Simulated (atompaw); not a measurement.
# Before and after: PAW (atompaw) potential for Cl

Cl, PAW, made with atompaw 4.2.0.5 (PBE, scalar-relativistic). Core [Ne], reference 3s2 3p4.5 (charge +0.5). Waves: 3s (bound): rc 1.35 bohr; 3s channel at -0.65 Ry: rc 1.45 bohr; 3p (bound): rc 1.45 bohr; 3p channel at -0.4 Ry: rc 1.45 bohr. Local part: bessel scheme, radius 0.95 bohr. Core correction: smooth core density matched at 1.25 bohr. Augmentation charge: sinc compensation charge, radius 1.25 bohr; PAW radius 1.45 bohr; waves and projectors: custom rrkj gramschmidtortho.

Change: wave 3s channel at -0.65 Ry: rc 1.45 bohr becomes 3s channel at -1.71 Ry: rc 1.45 bohr.

Cutoffs: the cutoffs (Ry, on a coarse ladder) from which the occupation-weighted sum of valence levels, in a spherical-Bessel basis at the reference potential, stays within 10 and 1 mRy of its value at 400 Ry; they do not see the model core or the augmentation charge, which bear on the density cutoff.

**Question.** What does the change do?

**Answer.** The potential gets neither clearly harder nor softer (25 Ry and 40 Ry → 25 Ry and 40 Ry); the p channel sets the loose cutoff, while the largest relative change is in s, which becomes softer; the range in which the s phases agree narrows (upper end 4.5 → 3.1); neither file shows a bound ghost.

```tsv
quantity	base	changed
cutoff, loose	25 Ry	25 Ry
cutoff, tight	40 Ry	40 Ry
loose cutoff by channel (10 mRy a level)	s 12 Ry, p 18 Ry	s 8 Ry, p 18 Ry
bound ghosts	none	none
s: phases at 1.45 bohr within 0.05 rad from the reference energy up to (Ry; the scan ends near 5)	4.5	3.1
p: phases at 1.45 bohr within 0.05 rad from the reference energy up to (Ry; the scan ends near 5)	to the end of the scan	to the end of the scan
lowest overlap eigenvalue by channel	s 0.15, p 0.78	s 0.01, p 0.78
```

 The cutoffs see the waves, projectors and local potential, not the compensation charge or the core.
